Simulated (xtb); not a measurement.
H6AlO2Si2 (SMILES [SiH3][O][Al+][O][SiH3]), charge +1, singlet, from a rough starting geometry (GFN-xTB shapes and energies of metal compounds can be far from the true ones); GFN2-xTB (xtb).

xtb was given this input:
```
$ xtb mol.xyz --gfn 2 --chrg 1 --opt vtight --json

# file mol.xyz
11

Al    -0.04127742    -0.01276621     0.05879365
O     -1.39054311     0.12022894     0.82858996
Si    -2.78554437     0.36145922     1.81044585
H     -2.62968213    -0.61907936     2.81127599
H     -3.83889163     0.06385675     0.75677475
H     -2.69533581     1.75241822     2.14378858
O      1.30504807    -0.14901593    -0.83685059
Si     2.78095233    -0.34666565    -1.78155500
H      2.28843893    -1.26743372    -2.87418966
H      3.74506204    -0.85203315    -0.82897575
H      3.01445115     1.02422148    -2.19819598
```

Output, abridged:

```
   ID    Z sym.   atoms
    1   13 Al     1
    2    8 O      2, 7
    3   14 Si     3, 8
    4    1 H      4-6, 9-11

           -------------------------------------------------
          |                Calculation Setup                |
           -------------------------------------------------

           -------------------------------------------------
          |                 G F N 2 - x T B                 |
           -------------------------------------------------

          ...................................................
          :                      SETUP                      :
          :.................................................:
          :  # basis functions                  44          :
          :  # atomic orbitals                  41          :
          :  # shells                           19          :
          :  # electrons                        28          :
          :  max. iterations                   250          :
          :  Hamiltonian                  GFN2-xTB          :
          :  restarted?                      false          :
          :  GBSA solvation                  false          :
          :  PC potential                    false          :
          :  electronic temp.          300.0000000     K    :
          :  accuracy                    1.0000000          :
          :  -> integral cutoff          0.2500000E+02      :
          :  -> integral neglect         0.1000000E-07      :
          :  -> SCF convergence          0.1000000E-05 Eh   :
          :  -> wf. convergence          0.1000000E-03 e    :
          :  Broyden damping             0.4000000          :
          :  net charge                          1          :
          :  unpaired electrons                  0          :
          ...................................................

 iter      E             dE          RMSdq      gap      omega  full diag
   1    -15.4342510 -0.154343E+02  0.198E+01    3.05       0.0  T
   2    -15.5971873 -0.162936E+00  0.125E+01    1.52       1.0  T
   3    -15.5967614  0.425931E-03  0.331E+00    0.43       1.0  T
   4    -15.6067094 -0.994800E-02  0.161E+00    1.12       1.0  T
   5    -15.6094648 -0.275538E-02  0.959E-01    1.12       1.0  T
   6    -15.6112833 -0.181857E-02  0.222E-01    1.22       1.0  T
   7    -15.6112674  0.159393E-04  0.150E-01    1.35       1.0  T
   8    -15.6113812 -0.113786E-03  0.843E-02    1.29       1.0  T
[...]
 * total energy  :   -15.4951204 Eh     change       -0.3271058E-04 Eh
 * total energy  :   -15.4951553 Eh     change       -0.3489135E-04 Eh
 * total energy  :   -15.4951889 Eh     change       -0.3360987E-04 Eh
 * total energy  :   -15.4951961 Eh     change       -0.7113611E-05 Eh
 * total energy  :   -15.4951998 Eh     change       -0.3708741E-05 Eh
 * total energy  :   -15.4952028 Eh     change       -0.3072501E-05 Eh
 * total energy  :   -15.4952051 Eh     change       -0.2254378E-05 Eh
 * total energy  :   -15.4952067 Eh     change       -0.1608345E-05 Eh
 * total energy  :   -15.4952077 Eh     change       -0.1036376E-05 Eh
 * total energy  :   -15.4952082 Eh     change       -0.4942213E-06 Eh
 * total energy  :   -15.4952084 Eh     change       -0.1396697E-06 Eh
 * total energy  :   -15.4952084 Eh     change       -0.2852216E-07 Eh
   *** GEOMETRY OPTIMIZATION CONVERGED AFTER 17 ITERATIONS ***
         :: total energy             -15.495208403257 Eh    ::
[...]
     6   1 H        0.919     0.002     3.026     2.721
     7   8 O        1.498    -0.377    20.544     6.112
     8  14 Si       3.560     0.567    97.173    18.975
     9   1 H        0.919     0.002     3.026     2.721
    10   1 H        0.919     0.002     3.027     2.721
    11   1 H        0.919     0.002     3.026     2.721

 Mol. C6AA /au·bohr⁶  :       2684.054024
 Mol. C8AA /au·bohr⁸  :     137625.145297
 Mol. α(0) /au        :        100.028381

Wiberg/Mayer (AO) data.
largest (>0.10) Wiberg bond orders for each atom

 ---------------------------------------------------------------------------
     #   Z sym  total        # sym  WBO       # sym  WBO       # sym  WBO
 ---------------------------------------------------------------------------
     1  13 Al   3.570 --     2 O    1.677     7 O    1.677
     2   8 O    2.445 --     1 Al   1.677     3 Si   0.611
     3  14 Si   3.402 --     4 H    0.894     5 H    0.894     6 H    0.894
                             2 O    0.611
     4   1 H    0.998 --     3 Si   0.894
     5   1 H    0.998 --     3 Si   0.894
     6   1 H    0.998 --     3 Si   0.894
     7   8 O    2.445 --     1 Al   1.677     8 Si   0.611
     8  14 Si   3.402 --    10 H    0.894    11 H    0.894     9 H    0.894
                             7 O    0.611
     9   1 H    0.998 --     8 Si   0.894
    10   1 H    0.998 --     8 Si   0.894
    11   1 H    0.998 --     8 Si   0.894
 ---------------------------------------------------------------------------

Topologies differ in total number of bonds
Writing topology from bond orders to xtbtopo.mol

molecular dipole:
                 x           y           z       tot (Debye)
 q only:       -0.043       0.013      -0.018
   full:       -0.043       0.013      -0.019       0.123
molecular quadrupole (traceless):
                xx          xy          yy          xz          yz          zz
 q only:       21.751      -5.161     -18.988     -26.419       3.295      -2.764
  q+dip:       15.760      -3.740     -13.758     -19.143       2.388      -2.001
   full:       15.570      -3.694     -13.591     -18.907       2.358      -1.980

optimized geometry written to: xtbopt.xyz

           -------------------------------------------------
          | TOTAL ENERGY              -15.495208403257 Eh   |
          | GRADIENT NORM               0.000053463141 Eh/α |
          | HOMO-LUMO GAP               1.321655679015 eV   |
           -------------------------------------------------
```
